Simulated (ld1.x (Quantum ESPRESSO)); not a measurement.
**Reading a pseudo-wave (V)**

Columns: radius, all-electron u(r) and pseudo u(r) of the 3d shell (level -21.58 eV) of vanadium in the configuration [Ne] 3s2 3p6 3d3 4s0 4p0; LDA (PZ), scalar-relativistic, TM semilocal scheme, ld1.x (Quantum ESPRESSO) 7.5.

| r (bohr) | all-electron | pseudo |
| --- | --- | --- |
| 0.115 | 0.0572 | 0.0056 |
| 0.230 | 0.2336 | 0.0426 |
| 0.345 | 0.4373 | 0.1314 |
| 0.460 | 0.6092 | 0.2745 |
| 0.575 | 0.7310 | 0.4546 |
| 0.690 | 0.8043 | 0.6407 |
| 0.805 | 0.8380 | 0.7993 |
| 0.920 | 0.8427 | 0.9060 |
| 1.035 | 0.8274 | 0.9517 |
| 1.150 | 0.7992 | 0.9428 |
| 1.265 | 0.7629 | 0.8945 |
| 1.380 | 0.7220 | 0.8250 |
| 1.495 | 0.6786 | 0.7490 |
| 1.610 | 0.6345 | 0.6763 |
| 1.725 | 0.5906 | 0.6118 |
| 1.840 | 0.5476 | 0.5563 |
| 1.955 | 0.5062 | 0.5088 |
| 2.070 | 0.4665 | 0.4669 |
| 2.185 | 0.4288 | 0.4288 |
| 2.300 | 0.3932 | 0.3932 |
| 2.415 | 0.3598 | 0.3598 |
| 2.530 | 0.3285 | 0.3285 |
| 2.645 | 0.2995 | 0.2995 |
| 2.760 | 0.2725 | 0.2725 |
| 2.875 | 0.2475 | 0.2475 |
| 2.990 | 0.2245 | 0.2245 |

How many radial nodes do the two functions have?

The all-electron 3d function has n − l − 1 = 0; the pseudo-wave has 0.

At about which radius was the pseudo-wave matched?

2.30 bohr. The columns agree to 0.0005 from 2.07 bohr on; several derivatives are matched, so the curves merge somewhat inside the radius.

Is the pseudo-wave norm-conserving?

Yes: the TM semilocal scheme keeps the norm inside the radius equal to the all-electron one, which fixes the energy derivative of the logarithmic derivative at the level.
